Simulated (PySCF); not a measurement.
H$_{8}$Si$_{3}$, charge +1, doublet, geometry from GFN2-xTB (a state made from the parent by changing its charge; the spin is typed, not shown lowest); CASSCF(7,5)/6-31G in PySCF.

Input for PySCF:
```python
from pyscf import gto, scf, mcscf
import numpy

mol = gto.M(
    atom='''
Si    1.72970700    0.88632690   -0.02570099
Si    0.21379199   -1.03907901   -0.12106423
Si   -1.93525910    0.11270432    0.14209921
H     3.05477237    0.29246878   -0.14008456
H     1.35648416    1.72359881   -1.16140085
H     1.47238649    1.51610692    1.26561358
H     0.47009202   -2.03242159    0.92458347
H     0.31768446   -1.79635619   -1.37067855
H    -2.00263957    1.06104696   -0.96534658
H    -1.86669223    0.75613159    1.45031695
H    -2.91744618   -0.95990614    0.06232071
''',
    basis='6-31g',
    charge=1,
    spin=1,
    verbose=4,
)

mf = scf.ROHF(mol)
mf.kernel()
mc = mcscf.CASSCF(mf, 5, 7)
mc.fix_spin_(ss=0.75)
mc.kernel()
occ = numpy.linalg.eigvalsh(mc.fcisolver.make_rdm1(mc.ci, mc.ncas, mc.nelecas))[::-1]
ss = mc.fcisolver.spin_square(mc.ci, mc.ncas, mc.nelecas)[0]
print('natural occupations', occ.round(4), ' <S^2>', round(ss, 4))
```

What the program printed (banner, timings and long lists left out):

```
PySCF version 2.14.0

[INPUT] verbose = 4
[INPUT] num. atoms = 11
[INPUT] num. electrons = 49
[INPUT] charge = 1
[INPUT] spin (= nelec alpha-beta = 2S) = 1
[INPUT] symmetry False subgroup None
[INPUT] Mole.unit = angstrom
[INPUT] Symbol           X                Y                Z      unit          X                Y                Z       unit  Magmom
[...]
nuclear repulsion = 190.690477291109
number of shells = 37
number of NR pGTOs = 170
number of NR cGTOs = 55
basis = 6-31g
ecp = {}

******** <class 'pyscf.scf.rohf.ROHF'> ********
method = ROHF
initial guess = minao
damping factor = 0
level_shift factor = 0
DIIS = <class 'pyscf.scf.diis.CDIIS'>
diis_start_cycle = 1
diis_space = 8
diis_damp = 0
SCF conv_tol = 1e-09
SCF conv_tol_grad = None
SCF max_cycles = 50
direct_scf = True
direct_scf_tol = 1e-13
num. doubly occ = 24  num. singly occ = 1
Set gradient conv threshold to 3.16228e-05
init E= -870.825304543502
[...]
cycle= 1 E= -870.865517448285  delta_E= -0.0402  |g|= 0.325  |ddm|= 1.78
[...]
cycle= 2 E= -870.926021903568  delta_E= -0.0605  |g|= 0.0719  |ddm|= 0.589
[...]
cycle= 3 E= -870.929270134342  delta_E= -0.00325  |g|= 0.0177  |ddm|= 0.123
[...]
cycle= 4 E= -870.929545633483  delta_E= -0.000275  |g|= 0.00309  |ddm|= 0.0468
[...]
cycle= 5 E= -870.929554904871  delta_E= -9.27e-06  |g|= 0.000799  |ddm|= 0.00862
[...]
cycle= 6 E= -870.92955584858  delta_E= -9.44e-07  |g|= 0.000212  |ddm|= 0.00262
[...]
cycle= 7 E= -870.929555912639  delta_E= -6.41e-08  |g|= 2.01e-05  |ddm|= 0.000776
[...]
cycle= 8 E= -870.929555913163  delta_E= -5.25e-10  |g|= 4.41e-06  |ddm|= 6.05e-05
[...]
Extra cycle  E= -870.929555913187  delta_E= -2.34e-11  |g|= 1.76e-06  |ddm|= 8.43e-06
converged SCF energy = -870.929555913187

******** <class 'pyscf.mcscf.mc1step.CASSCF'> ********
CAS (4e+3e, 5o), ncore = 21, nvir = 29
max_cycle_macro = 50
max_cycle_micro = 4
conv_tol = 1e-07
conv_tol_grad = None
orbital rotation max_stepsize = 0.02
orbital rotation threshold for CI restart = 0.01
augmented hessian ah_max_cycle = 30
augmented hessian ah_conv_tol = 1e-12
augmented hessian ah_linear dependence = 1e-14
augmented hessian ah_level shift = 1e-08
augmented hessian ah_start_tol = 2.5
augmented hessian ah_start_cycle = 3
augmented hessian ah_grad_trust_region = 3
kf_trust_region = 3
kf_interval = 4
ci_response_space = 4
ci_grad_trust_region = 3
with_dep4 0
natorb = False
canonicalization = True
sorting_mo_energy = False
ao2mo_level = 2
internal_rotation = False
[...]
CASCI E = -870.931381169898  S^2 = 0.7500000
[...]
macro iter  27 (  7 JK    2 micro), CASSCF E = -870.939466297807  dE = -6.86193318e-05  S^2 = 0.7500000
               |grad[o]|=0.000617  |grad[c]|=0.00201  |ddm|=0.000913  |maxRot[o]|=0.0699
macro iter  28 (  7 JK    2 micro), CASSCF E = -870.939542907787  dE = -7.66099803e-05  S^2 = 0.7500000
               |grad[o]|=0.000678  |grad[c]|=0.00247  |ddm|=0.00104  |maxRot[o]|=0.0699
macro iter  29 (  7 JK    2 micro), CASSCF E = -870.939624870459  dE = -8.19626723e-05  S^2 = 0.7500000
               |grad[o]|=0.00075  |grad[c]|=0.00298  |ddm|=0.00117  |maxRot[o]|=0.0699
macro iter  30 (  7 JK    2 micro), CASSCF E = -870.939706863716  dE = -8.19932563e-05  S^2 = 0.7500000
               |grad[o]|=0.000807  |grad[c]|=0.00351  |ddm|=0.00128  |maxRot[o]|=0.0699
macro iter  31 (  7 JK    2 micro), CASSCF E = -870.939779856684  dE = -7.29929683e-05  S^2 = 0.7500000
               |grad[o]|=0.000804  |grad[c]|=0.00413  |ddm|=0.00136  |maxRot[o]|=0.0699
macro iter  32 (  7 JK    2 micro), CASSCF E = -870.939829499386  dE = -4.96427017e-05  S^2 = 0.7500000
               |grad[o]|=0.000683  |grad[c]|=0.00505  |ddm|=0.00141  |maxRot[o]|=0.0699
macro iter  33 (  5 JK    2 micro), CASSCF E = -870.939837797551  dE = -8.29816508e-06  S^2 = 0.7500000
               |grad[o]|=0.000376  |grad[c]|=0.00097  |ddm|=0.000358  |maxRot[o]|=0.0294
macro iter  34 (  7 JK    2 micro), CASSCF E = -870.939837563183  dE =  2.34368144e-07  S^2 = 0.7500000
               |grad[o]|=0.000168  |grad[c]|=0.000183  |ddm|=6.4e-05  |maxRot[o]|=0.0167
macro iter  35 ( 16 JK    3 micro), CASSCF E = -870.939837671121  dE = -1.07938490e-07  S^2 = 0.7500000
               |grad[o]|=0.000173  |grad[c]|=0.000316  |ddm|=2.6e-05  |maxRot[o]|=0.0192
macro iter  36 (  6 JK    1 micro), CASSCF E = -870.939838503680  dE = -8.32558499e-07  S^2 = 0.7500000
               |grad[o]|=6.91e-05  |grad[c]|=0.000295  |ddm|=0.000116  |maxRot[o]|=0.0211
macro iter  37 (  1 JK    1 micro), CASSCF E = -870.939838503938  dE = -2.58523869e-10  S^2 = 0.7500000
               |grad[o]|=2.85e-05  |grad[c]|=1.53e-05  |ddm|=1.43e-05  |maxRot[o]|=    0
1-step CASSCF converged in  37 macro (396 JK  98 micro) steps
CASSCF canonicalization
Density matrix diagonal elements [1.99935752 1.99802619 1.98124108 1.00161505 0.01976016]
CASSCF energy = -870.939838503938
CASCI E = -870.939838503938  E(CI) = -10.3651612092387  S^2 = 0.7500000
natural occupations [1.9994 1.9981 1.9812 1.0015 0.0198]  <S^2> 0.75
```
